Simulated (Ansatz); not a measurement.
Geometry optimisation, UHF/def2-SVP in Ansatz 0.2.0.

input.yaml

```yaml
crystal:
  periodic: [false, false, false]
  atoms:
    - { symbol: Ge, position_ang: [0.102995, -0.112228, -0.086981] }
    - { symbol: H, position_ang: [-0.02987, 0.039238, 1.4321] }
    - { symbol: O, position_ang: [1.742746, -0.283329, -0.612158] }
    - { symbol: H, position_ang: [1.897436, -0.473677, -1.526342] }
    - { symbol: F, position_ang: [-0.594017, 1.202977, -0.932212] }
    - { symbol: F, position_ang: [-0.773298, -1.453953, -0.691978] }
    - { symbol: "N", position_ang: [-0.090893, 0.054554, 3.699479] }
    - { symbol: H, position_ang: [-0.667786, -0.520729, 4.305645] }
    - { symbol: H, position_ang: [0.484688, 0.595048, 4.338147] }
magnetization:
  spin_polarized: true
  initial_magnetization: 1
basis:
  gaussian: { orbitals: def2-SVP }
hamiltonian:
  xc: hf
relax:
  f_tol: 0.03
  max_steps: 50
```

Command:

```bash
$ ansatz run input.yaml --threads 4 --pin off --max-ram 5120MiB --backend cpu --events-out ev --progress --plain --runs-dir out
```

Where does it end, and by what steps?

It converged. After 6 steps the energy has fallen by 0.056 eV; H8 moved furthest, 0.29 Å.

```csv
step,energy less start (eV),largest force component (eV/Å),accepted
0,0.0000,0.767,yes
1,-0.0517,0.089,yes
2,-0.0502,0.516,no
3,-0.0540,0.122,yes
4,-0.0550,0.067,yes
5,-0.0554,0.089,yes
6,-0.0558,0.025,yes
```

```xyz
9
Properties=species:S:1:pos:R:3
Ge 0.110 -0.126 -0.228
H -0.030 0.031 1.258
O 1.751 -0.307 -0.736
H 1.932 -0.446 -1.654
F -0.572 1.191 -1.079
F -0.778 -1.462 -0.821
N -0.111 0.061 3.979
H -0.695 -0.499 4.593
H 0.464 0.606 4.615
```

Whether the end is a true minimum wasn't checked by a vibrational analysis.

The run took 9.8 s on 4 threads of Arm Neoverse V2 (shared host), peak memory 0.32 GiB.
